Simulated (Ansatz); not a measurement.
H7ClO2Si3 (SMILES [SiH3]O[SiH](Cl)O[SiH3]), singlet, at a GFN2-xTB geometry, atoms displaced at random by about 0.08 Å a coordinate; B3LYP/STO-3G, gradient (Ansatz, a program for electronic structure).

Input for Ansatz:
Ansatz 0.2 input:
```yaml
crystal:
  periodic: [false, false, false]
  atoms:
    - {symbol: Si, position_ang: [0.00575877, 1.18617962, -0.16320649]}
    - {symbol: Cl, position_ang: [-0.13199411, 1.61415271, 1.82297630]}
    - {symbol: O, position_ang: [1.38991393, 0.10618140, -0.32838256]}
    - {symbol: Si, position_ang: [2.13713108, -1.25961473, -0.42104405]}
    - {symbol: O, position_ang: [-1.10376336, 0.14181505, -0.66661639]}
    - {symbol: Si, position_ang: [-2.11227498, -1.13448995, -0.57564471]}
    - {symbol: H, position_ang: [0.06372173, 2.24786789, -1.11328174]}
    - {symbol: H, position_ang: [1.91946154, -1.97756274, -1.63178447]}
    - {symbol: H, position_ang: [1.54349032, -2.19049742, 0.81827991]}
    - {symbol: H, position_ang: [3.64409499, -0.96992977, -0.23739553]}
    - {symbol: H, position_ang: [-3.29297478, -0.79153121, -1.26989815]}
    - {symbol: H, position_ang: [-2.44791628, -1.50328365, 0.72280959]}
    - {symbol: H, position_ang: [-1.26803478, -2.25475047, -1.23415318]}
basis:
  gaussian:
    orbitals: STO-3G
hamiltonian:
  xc: b3lyp
output: {forces: true}
```

Problem. What does Ansatz print? Leave out banner, timings and long lists.

Solution. 
```
Functional definition: B3LYP
627 factors; integrals over basis functions are off by at most 3.3e-5 eV
mean field evaluation 1: about -39892.5386 eV, gradient 4.1e1 eV
mean field evaluation 2: about -39892.3048 eV, gradient 4.6e1 eV
mean field evaluation 4: about -39898.1126 eV, gradient 1.0e0 eV
mean field evaluation 8: about -39898.0847 eV, gradient 1.4e-2 eV
mean field -39898.08466250 eV, -1466.2275674539 hartree, gradient 1.7e-5 eV, S^2 0.000000; 0 other end points of the search recorded, 0 dependent functions left out
the calculation of the forces begins
reference -39898.08489272 eV, -1466.2275759142 hartree; 41, 41 occupied and 12, 12 virtual orbitals, 627 factors
Total energy: -39898.08489272 eV, -1466.2275759142 hartree
Atom 0 at     0.005759     1.186180    -0.163206 Å, force     3.109027    -5.553922    -2.289222 eV/Å
Atom 1 at    -0.131994     1.614153     1.822976 Å, force    -0.189622     0.869930     1.833394 eV/Å
Atom 2 at     1.389914     0.106181    -0.328383 Å, force    -3.244080     5.991127     0.161961 eV/Å
Atom 3 at     2.137131    -1.259615    -0.421044 Å, force     1.506767    -3.327755     3.779287 eV/Å
Atom 4 at    -1.103763     0.141815    -0.666616 Å, force    -0.735790     1.333834    -0.098617 eV/Å
Atom 5 at    -2.112275    -1.134490    -0.575645 Å, force     2.483743    -1.527102    -1.742812 eV/Å
Atom 6 at     0.063722     2.247868    -1.113282 Å, force     0.195690     0.881538     0.077073 eV/Å
Atom 7 at     1.919462    -1.977563    -1.631784 Å, force    -0.048127    -0.320678    -0.736767 eV/Å
Atom 8 at     1.543490    -2.190497     0.818280 Å, force     1.469819     1.521776    -2.470583 eV/Å
Atom 9 at     3.644095    -0.969930    -0.237396 Å, force    -1.765644    -0.604058    -0.257585 eV/Å
Atom 10 at    -3.292975    -0.791531    -1.269898 Å, force    -0.850206    -0.005605    -0.627508 eV/Å
Atom 11 at    -2.447916    -1.503284     0.722810 Å, force    -0.376404    -0.425004     1.599321 eV/Å
Atom 12 at    -1.268035    -2.254750    -1.234153 Å, force    -1.555172     1.165920     0.772058 eV/Å
Dipole moment:    -0.301995     0.054735    -0.461145 e Å
```
